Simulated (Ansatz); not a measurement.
`C[Se][Hf]([Cl])([Cl])[Cl]` and `[OH][Hf]([Cl])([Cl])[Cl]` differ in one atom or group.

Ansatz, PBE0-D4/def2-TZVP geometries, multiplicity 1. Each molecule was computed in one conformer, which needn't be the lowest.

Elements past krypton have def2 core potentials. Scalar relativity is left out up to krypton.

| property | `C[Se][Hf]([Cl])([Cl])[Cl]` |
| --- | --- |
| HOMO energy (ωB97M-V/def2-TZVPP) / eV | -9.43 |
| HOMO energy (B3LYP/def2-TZVPP) / eV | -7.12 |
| size of the dipole moment (PBE/def2-TZVPP) / D | 1.79 |
| HOMO–LUMO gap (PBE/def2-TZVPP) / eV | 3.31 |
| LUMO energy (PBE/def2-TZVPP) / eV | -2.94 |
| LUMO energy (B3LYP/def2-TZVPP) / eV | -2.32 |

Question: What does the change do to each property? (An estimate is asked.)

Answer: Ansatz gave: 
```json
{"property": "HOMO energy (ωB97M-V/def2-TZVPP) / eV", "`[OH][Hf]([Cl])([Cl])[Cl]`": "-11.51", "shift": "-2.08"}
{"property": "HOMO energy (B3LYP/def2-TZVPP) / eV", "`[OH][Hf]([Cl])([Cl])[Cl]`": "-9.01", "shift": "-1.89"}
{"property": "size of the dipole moment (PBE/def2-TZVPP) / D", "`[OH][Hf]([Cl])([Cl])[Cl]`": "2.80", "shift": "1.01"}
{"property": "HOMO–LUMO gap (PBE/def2-TZVPP) / eV", "`[OH][Hf]([Cl])([Cl])[Cl]`": "5.68", "shift": "2.37"}
{"property": "LUMO energy (PBE/def2-TZVPP) / eV", "`[OH][Hf]([Cl])([Cl])[Cl]`": "-2.22", "shift": "0.72"}
{"property": "LUMO energy (B3LYP/def2-TZVPP) / eV", "`[OH][Hf]([Cl])([Cl])[Cl]`": "-1.60", "shift": "0.72"}
```

With PBE0 the HOMO falls by 1.94 eV and the LUMO rises by 0.74 eV, so the gap widens by about 2.68 eV. PBE moves the HOMO by -1.66 eV and ωB97M-V by -2.08 eV. Dipoles are sizes alone; their direction can turn.

B3LYP here is the variant with VWN-RPA as its local correlation; programs differ in this.

Spin–orbit coupling is left out; it splits and shifts lone-pair levels of the heavy atoms by tenths of an eV.
